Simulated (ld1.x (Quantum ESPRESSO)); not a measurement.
**What one change does to a pseudopotential (Tc (Z = 43), TM)**

| Quantity | Value |
| --- | --- |
| Element | Tc |
| Generator | ld1.x (Quantum ESPRESSO) 7.5 |
| Type | norm-conserving Troullier–Martins (Kleinman–Bylander form) |
| Functional | PBEsol |
| Relativity | non-relativistic |
| Frozen core | [Kr] |
| Valence charge | 7 |
| Reference configuration | 4d5 5s1.75 5p0.25 |
| Partial waves | 5p (bound): rc 2.65 bohr; 4d (bound): rc 1.80 bohr; 4f channel at 0.25 Ry: rc 2.40 bohr; 5s (bound): rc 2.80 bohr |
| Local potential | the s channel |
| Core correction | none |

All-electron outer shells of the reference configuration (PBEsol, non-relativistic, ld1.x):

```json
{"shell": "4p", "level (eV)": "-44.98", "outermost node (bohr)": "0.51", "outermost maximum (bohr)": "1.03"}
{"shell": "4d", "level (eV)": "-7.55", "outermost node (bohr)": "0.50", "outermost maximum (bohr)": "1.25"}
{"shell": "5s", "level (eV)": "-5.05", "outermost node (bohr)": "1.31", "outermost maximum (bohr)": "2.83"}
{"shell": "5p", "level (eV)": "-1.62", "outermost node (bohr)": "1.47", "outermost maximum (bohr)": "3.67"}
```

Change: wave 5s (bound): rc 2.80 bohr becomes 5s (bound): rc 2.36 bohr.

Cutoffs: the cutoffs (Ry, on a coarse ladder) from which the occupation-weighted sum of valence levels, in a spherical-Bessel basis at the reference potential, stays within 10 and 1 mRy of its value at 400 Ry; they do not see the model core or the augmentation charge, which bear on the density cutoff. Errors are all-electron minus pseudo energies relative to the spin-unpolarised reference configuration.

Problem. Predict the effect on cutoff, ghosts and configuration errors.

Solution. The potential gets neither clearly harder nor softer (45 Ry and 55 Ry → 45 Ry and 55 Ry); of the 7 tests that both files solve, the error grows in 1 and shrinks in 2 by more than 15 % and 0.3 meV (median size 28.3 → 26.4 meV); neither file shows a bound ghost.

| quantity | base | changed |
| --- | --- | --- |
| cutoff, loose | 45 Ry | 45 Ry |
| cutoff, tight | 55 Ry | 55 Ry |
| bound ghosts | none | none |
| error for 4d5 5s2 5p0, meV [ΔE -0.85 eV] | 0.0 | +0.1 |
| error for 4d5 5s1 5p0, meV [ΔE 7.00 eV] | -2.1 | -1.5 |
| error for 4d5 5s0 5p0, meV [ΔE 21.29 eV] | +13 | +16 |
| error for 4d4 5s2 5p0, meV [ΔE 11.41 eV] | -106 | -90 |
| error for 4d5.5 5s1.5 5p0, meV [ΔE -1.85 eV] | -28 | -26 |
| error for 4d3 5s0 5p0, meV [ΔE 92.86 eV] | -418 | -439 |
| error for 4d4 5s0 5p0, meV [ΔE 50.36 eV] | -67 | -74 |
